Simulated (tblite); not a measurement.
Run record: tight-binding relaxation, `CB(C)C1=CC=C([O-])B1`.

Computed with GFN2-xTB geometry optimisation, gas phase (tblite 0.8.0). Start geometry: from a force field or distance geometry. A driver script takes a list of jobs; this job's settings line and coordinates (Å) are shown.

Input:
```
{"job": {"kind": "relax", "xc": "GFN2-xTB", "basis": "xTB"}, "charge": -1, "multiplicity": 1}
C     -1.992500    -1.199400    -0.075800
B     -1.151600     0.116400    -0.452300
C     -1.791600     1.498800    -0.007700
C      0.399400    -0.012600    -0.209600
C      1.069300    -1.154300    -0.185400
C      2.485100    -0.943700     0.055900
C      2.771200     0.342900     0.215800
O      4.026300     0.930800     0.481000
B      1.434000     1.115000     0.070700
H     -3.067600    -0.963200     0.049800
H     -1.849900    -1.994700    -0.825100
H     -1.593500    -1.504900     0.927600
H     -1.395900     1.740000     0.989000
H     -2.903400     1.313400     0.017900
H     -1.583900     2.323000    -0.712000
H      0.653600    -2.153200    -0.338300
H      3.267400    -1.704200     0.120300
H      1.214900     2.256200    -0.133500
```

Output:
```
step      E/eV     max force
  0    -654.45029    7.188
  1    -655.44072    1.709
  2    -655.60765    1.239
  3    -655.77609    1.160
  4    -655.82745    0.640
  5    -655.86850    0.438
  6    -655.89350    0.395
  7    -655.93245    0.409
  8    -655.95735    0.462
  9    -655.97548    0.407
... (44 lines left out)
 54    -656.08505    0.034
 55    -656.08527    0.050
 56    -656.08545    0.038
 57    -656.08557    0.021
 58    -656.08563    0.017
 59    -656.08568    0.027
 60    -656.08576    0.032
 61    -656.08583    0.021
 62    -656.08586    0.011
 63    -656.08587    0.008
```

«max force» is the largest atomic force in eV/Å.

Task: From which step on does the largest force stay under 0.1 eV/Å, and how much energy is left to gain from there?

Result: From step 28 (0.097 eV/Å), 21.5 meV above the end.

In short: energy lowered by 37.7 kcal/mol over 63 steps; largest atomic force 0.008 eV/Å at the end.

Task: Give the final coordinates.

Result: 0.252 Å rms from the input after alignment:
```
atom  x, y, z in Å
C1    -1.9788   -1.2303   -0.0574
B2    -1.0859    0.1143   -0.0304
C3    -1.8825    1.5129    0.0004
C4     0.4107    0.0801   -0.0099
C5     1.1681   -1.1433   -0.0369
C6     2.5283   -1.0094    0.0045
C7     2.8861    0.3835    0.0674
O8     4.0452    0.8289    0.1143
B9     1.4460    1.1786    0.0595
H10   -3.0514   -1.0391   -0.1332
H11   -1.7103   -1.8765   -0.8948
H12   -1.8246   -1.8207    0.8479
H13   -1.7488    2.0101    0.9618
H14   -2.9583    1.4099   -0.1593
H15   -1.5050    2.2032   -0.7529
H16    0.6884   -2.1179   -0.0885
H17    3.2395   -1.8261   -0.0110
H18    1.3245    2.3482    0.1069
```

On an AMD EPYC 7B13 with one thread, shared host with 96 logical CPUs at a one-minute load of 9.9, this took 0.52 s wall.
Labels such as C1 count atoms from 1, the log's own numbers from 0.
